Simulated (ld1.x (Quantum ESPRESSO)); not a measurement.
Configuration tests for I (TM)

iodine (I), norm-conserving Troullier–Martins (Kleinman–Bylander form), made with ld1.x (Quantum ESPRESSO) 7.5 (PBEsol, scalar-relativistic). Core [Kr] 4d10, reference 5s1.75 5p5.25. Waves: 5p (bound): rc 1.80 bohr; 5d channel at 0.3 Ry: rc 1.95 bohr; 5s (bound): rc 1.40 bohr. Local part: the s channel. Core correction: Bessel-smoothed model core, default radius (core density twice the valence density).

Energies are relative to the spin-unpolarised reference configuration 5s1.75 5p5.25; without spin polarisation the order of configurations can differ from experiment.

(1) Give the all-electron excitation energy and the error of the potential for: 5s2 5p5; 5s2 5p4; 5s2 5p3; 5s1 5p5; 5s1 5p6; 5s2 5p5.3; 5s2 5p1.

Levels in the configuration 5s2 5p3:

```tsv
level	all-electron (eV)	pseudo (eV)
5s	-36.080	-36.090
5p	-24.528	-24.538
```

Note: ghost state, extra bound levels that the all-electron valence spectrum of the same l lacks: d at -551.0 eV. A true bound ghost makes a file unfit for plane-wave use.

Answers

(1)

```
valence configuration  charge  ΔE all-electron (eV)  error AE − PS (meV)
              5s2 5p5       0                -2.594                 -0.7
              5s2 5p4      +1                 8.557                 -4.0
              5s2 5p3      +2                28.441                  -14
              5s1 5p5      +1                19.567                  -15
              5s1 5p6       0                 7.852                 -8.4
            5s2 5p5.3    -0.3                -4.379                 -0.1
              5s2 5p1      +4                97.321                 -104
```
